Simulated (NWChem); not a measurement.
System: InF2, doublet; SMILES [F][In][F]

The following NWChem deck was run.

```
start job
memory heap 200 mb stack 900 mb global 1100 mb
geometry units angstroms noautoz
  In     0.000000     0.000000     0.317723
  F     -1.691168     0.000000    -0.696604
  F      1.691168     0.000000    -0.696604
end
basis spherical
  * library def2-svp
end
ecp
  In library def2-ecp
end
dft
  odft
  mult 2
  xc m06-2x
  grid xfine
  iterations 150
  mulliken
end
task dft gradient
```

Output (shortened):

```
             Northwest Computational Chemistry Package (NWChem) 7.3.0
             --------------------------------------------------------

 C2V symmetry detected

                             Geometry "geometry" -> ""
                             -------------------------

 Output coordinates in angstroms (scale by  1.889725989 to convert to a.u.)

  No.       Tag          Charge          X              Y              Z
 ---- ---------------- ---------- -------------- -------------- --------------
    1 In                  49.0000     0.00000000     0.00000000     0.27250576
    2 F                    9.0000    -1.69116800     0.00000000    -0.74182124
    3 F                    9.0000     1.69116800     0.00000000    -0.74182124

 Effective nuclear repulsion energy (a.u.)     249.3496171693

      Symmetry information
      --------------------

 Group name             C2v
 Group number             16
 Group order               4
 No. of unique centers     2

                                 NWChem DFT Module
                                 -----------------

 Summary of "ao basis" -> "ao basis" (spherical)
 ------------------------------------------------------------------------------
       Tag                 Description            Shells   Functions and Types
 ---------------- ------------------------------  ------  ---------------------
 In                         def2-svp                10       26   4s4p2d
 F                          def2-svp                 6       14   3s2p1d

      Symmetry analysis of basis
      --------------------------

        a1         22
        a2          6
        b1         16
        b2         10

            General Information
            -------------------
          SCF calculation type: DFT
          Wavefunction type:  spin polarized.
          No. of atoms     :     3
          No. of electrons :    39
           Alpha electrons :    20
            Beta electrons :    19
          Charge           :     0
          Spin multiplicity:     2
          Use of symmetry is: on ; symmetry adaption is: on
          Maximum number of iterations: 150
          AO basis - number of functions:    54
                     number of shells:    22
          Convergence on energy requested:  1.00D-06
          Convergence on density requested:  1.00D-05
          Convergence on gradient requested:  5.00D-04

              XC Information
              --------------
                       M06-2X Method XC Functional
                     Hartree-Fock (Exact) Exchange  0.540
                        M06-2X Exchange Functional  1.000
                      M06-2X Correlation Potential  1.000

             Grid Information
             ----------------
          Grid used for XC integration:  xfine
          Radial quadrature: Mura-Knowles
          Angular quadrature: Lebedev.
          Tag              B.-S. Rad. Rad. Pts. Rad. Cut. Ang. Pts.
          ---              ---------- --------- --------- ---------
          In                  1.55      205           8.0      1454
          F                   0.50      100           8.0      1454
          Grid pruning is: on
          Number of quadrature shells:   305
          Spatial weights used:  Erf1

      Superposition of Atomic Density Guess
      -------------------------------------

 Sum of atomic energies:        -416.63532463

      Non-variational initial energy
      ------------------------------

 Total energy =    -387.529184
 1-e energy   =    -840.606356
 2-e energy   =     338.971503
 HOMO         =      -0.255566
 LUMO         =       0.013306

   Symmetry analysis of molecular orbitals - initial alpha
   -------------------------------------------------------

  Numbering of irreducible representations:

     1 a1          2 a2          3 b1          4 b2

  Orbital symmetries:

     1 a1          2 b1          3 a1          4 b1          5 a1
     6 b2          7 a1          8 b1          9 b1         10 a1
    11 a2         12 a1         13 b2         14 a1         15 b1
    16 b2         17 a1         18 a2         19 b1         20 a1
    21 b2         22 a1         23 b1         24 a1         25 b2
    26 a1         27 b1         28 b2         29 a1         30 a2

   Symmetry analysis of molecular orbitals - initial beta
   ------------------------------------------------------

  Numbering of irreducible representations:

     1 a1          2 a2          3 b1          4 b2

  Orbital symmetries:

     1 a1          2 b1          3 a1          4 b1          5 a1
     6 b2          7 a1          8 b1          9 b1         10 a1
    11 a2         12 a1         13 b2         14 a1         15 b1
    16 b2         17 a1         18 a2         19 b1         20 a1
    21 b2         22 a1         23 b1         24 a1         25 b2
    26 a1         27 b1         28 b2         29 a1         30 a2

     ---------------------------------------------
      Total Density - Mulliken Population Analysis
     ---------------------------------------------

    Atom       Charge   Shell Charges
 -----------   ------   -------------------------------------------------------
    1 In  21    19.47   2.59 -0.60  0.65  0.53  3.24  2.75  0.21  0.05  9.73  0.32
    2 F    9     9.76   1.99  1.16  0.81  3.57  2.23  0.00
    3 F    9     9.76   1.99  1.16  0.81  3.57  2.23  0.00

     --------------------------------------------
      Spin Density - Mulliken Population Analysis
     --------------------------------------------

    Atom       Charge   Shell Charges
 -----------   ------   -------------------------------------------------------
    1 In  21     0.88   0.00  0.00  0.35  0.46 -0.00  0.00  0.04  0.01  0.01  0.00
    2 F    9     0.06   0.00  0.01 -0.01  0.05  0.01  0.00
    3 F    9     0.06   0.00  0.01 -0.01  0.05  0.01  0.00

   convergence    iter        energy       DeltaE   RMS-Dens  Diis-err
 ---------------- ----- ----------------- --------- --------- ---------
 d= 0,ls=0.0,diis     1   -389.4081573480 -5.04D+02  1.51D-02  2.47D-01
                                                     1.66D-02  2.62D-01
 d= 0,ls=0.0,diis     2   -389.1858409674  2.22D-01  7.13D-03  9.20D-01
                                                     9.86D-03  9.00D-01
 d= 0,ls=0.0,diis     3   -389.5443824264 -3.59D-01  1.73D-03  1.42D-03
                                                     9.86D-04  8.87D-04
 d= 0,ls=0.0,diis     4   -389.5463956641 -2.01D-03  5.07D-04  9.40D-05
                                                     3.82D-04  9.42D-05
 d= 0,ls=0.0,diis     5   -389.5451975996  1.20D-03  1.51D-04  1.60D-05
                                                     4.06D-04  2.27D-04
  Resetting Diis
 d= 0,ls=0.0,diis     6   -389.5453777972 -1.80D-04  2.66D-04  1.53D-05
                                                     3.38D-04  5.87D-05
 d= 0,ls=0.0,diis     7   -389.5454503632 -7.26D-05  9.96D-05  2.79D-06
                                                     7.54D-05  2.72D-06
 d= 0,ls=0.0,diis     8   -389.5454555498 -5.19D-06  2.28D-05  5.04D-07
                                                     2.50D-05  1.16D-06
 d= 0,ls=0.0,diis     9   -389.5454562674 -7.18D-07  2.58D-05  5.42D-07
                                                     1.53D-05  2.48D-07
 d= 0,ls=0.0,diis    10   -389.5454566564 -3.89D-07  1.12D-05  2.22D-08
                                                     1.06D-05  1.03D-07
 d= 0,ls=0.0,diis    11   -389.5454567520 -9.57D-08  1.99D-06  4.48D-09
                                                     4.06D-06  4.61D-09

         Total DFT energy =     -389.545456752047
      One electron energy =     -842.147116547509
           Coulomb energy =      376.126874824161
    Exchange-Corr. energy =      -37.630884216643
 Nuclear repulsion energy =      114.105669187945

 Numeric. integr. density =       38.999999856872

                  Occupations of the irreducible representations
                  ----------------------------------------------

                     irrep           alpha         beta
                     --------     --------     --------
                     a1                9.0          8.0
                     a2                2.0          2.0
                     b1                6.0          6.0
                     b2                3.0          3.0

                    DFT Final Alpha Molecular Orbital Analysis
                    ------------------------------------------

 Vector   18  Occ=1.000000D+00  E=-4.479923D-01  Symmetry=a2
              MO Center= -2.0D-13,  2.3D-17, -7.2D-01, r^2= 3.3D+00
   Bfn.  Coefficient  Atom+Function         Bfn.  Coefficient  Atom+Function
  ----- ------------  ---------------      ----- ------------  ---------------
    31      0.463619  2 F  py                45     -0.463619  3 F  py
    34     -0.334897  2 F  py                48      0.334897  3 F  py
    17     -0.118840  1 In d -2              22      0.065861  1 In d -2

 Vector   19  Occ=1.000000D+00  E=-4.455177D-01  Symmetry=b1
              MO Center=  1.1D-13, -6.2D-17, -7.1D-01, r^2= 3.3D+00
   Bfn.  Coefficient  Atom+Function         Bfn.  Coefficient  Atom+Function
  ----- ------------  ---------------      ----- ------------  ---------------
    30      0.371751  2 F  px                44      0.371751  3 F  px
    32     -0.278960  2 F  pz                46      0.278960  3 F  pz
    33     -0.263670  2 F  px                47     -0.263670  3 F  px
    35      0.210747  2 F  pz                49     -0.210747  3 F  pz
    20     -0.134018  1 In d  1              11      0.057269  1 In px

 Vector   20  Occ=1.000000D+00  E=-3.203320D-01  Symmetry=a1
              MO Center=  1.4D-15, -5.3D-15,  6.7D-01, r^2= 2.8D+00
   Bfn.  Coefficient  Atom+Function         Bfn.  Coefficient  Atom+Function
  ----- ------------  ---------------      ----- ------------  ---------------
     3      0.558240  1 In s                  4      0.437670  1 In s
    13      0.367356  1 In pz                 1     -0.356502  1 In s
    32      0.182634  2 F  pz                46      0.182634  3 F  pz
    30      0.156956  2 F  px                44     -0.156956  3 F  px
    35     -0.137734  2 F  pz                49     -0.137734  3 F  pz

 Vector   21  Occ=0.000000D+00  E=-4.488180D-02  Symmetry=b2
              MO Center= -2.9D-15, -7.5D-15,  3.5D-01, r^2= 4.3D+00
   Bfn.  Coefficient  Atom+Function         Bfn.  Coefficient  Atom+Function
  ----- ------------  ---------------      ----- ------------  ---------------
    15      0.588811  1 In py                12      0.551505  1 In py
     9     -0.149926  1 In py                 6     -0.141363  1 In py
    31      0.137794  2 F  py                45      0.137794  3 F  py
    34     -0.135547  2 F  py                48     -0.135547  3 F  py
    23      0.074191  1 In d -1              18     -0.052799  1 In d -1

 Vector   22  Occ=0.000000D+00  E= 2.038548D-02  Symmetry=a1
              MO Center= -4.0D-15,  1.0D-14, -2.8D-01, r^2= 5.1D+00
   Bfn.  Coefficient  Atom+Function         Bfn.  Coefficient  Atom+Function
  ----- ------------  ---------------      ----- ------------  ---------------
    16      0.777838  1 In pz                 4     -0.374137  1 In s
    13      0.324923  1 In pz                29      0.249702  2 F  s
    43      0.249702  3 F  s                  3     -0.190501  1 In s
     1      0.161022  1 In s                 30     -0.156435  2 F  px
    44      0.156435  3 F  px                33      0.153947  2 F  px

 Vector   23  Occ=0.000000D+00  E= 4.726455D-02  Symmetry=b1
              MO Center= -9.6D-15, -9.6D-17,  6.1D-01, r^2= 6.2D+00
   Bfn.  Coefficient  Atom+Function         Bfn.  Coefficient  Atom+Function
  ----- ------------  ---------------      ----- ------------  ---------------
    14      0.948275  1 In px                29      0.257576  2 F  s
    43     -0.257576  3 F  s                 11      0.245767  1 In px
    25     -0.175071  1 In d  1              20      0.143045  1 In d  1
    32     -0.100264  2 F  pz                46      0.100264  3 F  pz
     8     -0.093559  1 In px                35      0.093572  2 F  pz

                     DFT Final Beta Molecular Orbital Analysis
                     -----------------------------------------

 Vector   17  Occ=1.000000D+00  E=-4.439939D-01  Symmetry=b1
              MO Center= -2.4D-13, -3.5D-17, -6.7D-01, r^2= 3.3D+00
   Bfn.  Coefficient  Atom+Function         Bfn.  Coefficient  Atom+Function
  ----- ------------  ---------------      ----- ------------  ---------------
    32      0.438254  2 F  pz                46     -0.438254  3 F  pz
    35     -0.325087  2 F  pz                49      0.325087  3 F  pz
    11      0.195657  1 In px                 8     -0.064885  1 In px
     5     -0.061812  1 In px                20     -0.046472  1 In d  1
    29      0.046097  2 F  s                 43     -0.046097  3 F  s

 Vector   18  Occ=1.000000D+00  E=-4.413939D-01  Symmetry=a2
              MO Center= -9.4D-16, -2.2D-16, -7.2D-01, r^2= 3.3D+00
   Bfn.  Coefficient  Atom+Function         Bfn.  Coefficient  Atom+Function
  ----- ------------  ---------------      ----- ------------  ---------------
    31      0.460456  2 F  py                45     -0.460456  3 F  py
    34     -0.336774  2 F  py                48      0.336774  3 F  py
    17     -0.122407  1 In d -2              22      0.071272  1 In d -2

 Vector   19  Occ=1.000000D+00  E=-4.372545D-01  Symmetry=b1
              MO Center=  1.6D-14,  2.0D-16, -6.8D-01, r^2= 3.4D+00
   Bfn.  Coefficient  Atom+Function         Bfn.  Coefficient  Atom+Function
  ----- ------------  ---------------      ----- ------------  ---------------
    30      0.445256  2 F  px                44      0.445256  3 F  px
    33     -0.317033  2 F  px                47     -0.317033  3 F  px
    11      0.185076  1 In px                20     -0.183238  1 In d  1
    32     -0.068805  2 F  pz                46      0.068805  3 F  pz
    14     -0.060789  1 In px                 8     -0.059189  1 In px

 Vector   20  Occ=0.000000D+00  E=-1.604036D-01  Symmetry=a1
              MO Center=  1.1D-15, -2.6D-15,  9.2D-01, r^2= 3.4D+00
   Bfn.  Coefficient  Atom+Function         Bfn.  Coefficient  Atom+Function
  ----- ------------  ---------------      ----- ------------  ---------------
     4      0.754515  1 In s                 16      0.292026  1 In pz
     1     -0.258723  1 In s                 13      0.220867  1 In pz
    32      0.169244  2 F  pz                46      0.169244  3 F  pz
     3      0.161868  1 In s                 35     -0.140488  2 F  pz
    49     -0.140488  3 F  pz                30      0.128259  2 F  px

 Vector   21  Occ=0.000000D+00  E=-5.449746D-02  Symmetry=b2
              MO Center= -9.1D-16,  9.2D-16,  3.7D-01, r^2= 5.3D+00
   Bfn.  Coefficient  Atom+Function         Bfn.  Coefficient  Atom+Function
  ----- ------------  ---------------      ----- ------------  ---------------
    15      0.756011  1 In py                12      0.355895  1 In py
    34     -0.138953  2 F  py                48     -0.138953  3 F  py
    31      0.135889  2 F  py                45      0.135889  3 F  py
     9     -0.119049  1 In py                 6     -0.111657  1 In py
    23      0.082188  1 In d -1              18     -0.048781  1 In d -1

[...]

                         DFT ENERGY GRADIENTS

    atom               coordinates                        gradient
                 x          y          z           x          y          z
   1 In      0.000000   0.000000   0.514961    0.000000   0.000000   0.001564
   2 F      -3.195844   0.000000  -1.401839   -0.002750   0.000000  -0.000782
   3 F       3.195844   0.000000  -1.401839    0.002750   0.000000  -0.000782
```

Level: M06-2X/def2-SVP with def2 effective core potentials on In, spin-unrestricted. In the optimisation the excess spin sits in a1 (C2v, its own frame). Geometry: optimised at PBE0/def2-SVP, spin-unrestricted. This spin state was assumed; another may lie lower. No stability test was run on the SCF state. def2 effective core potentials on In; no spin-orbit coupling.
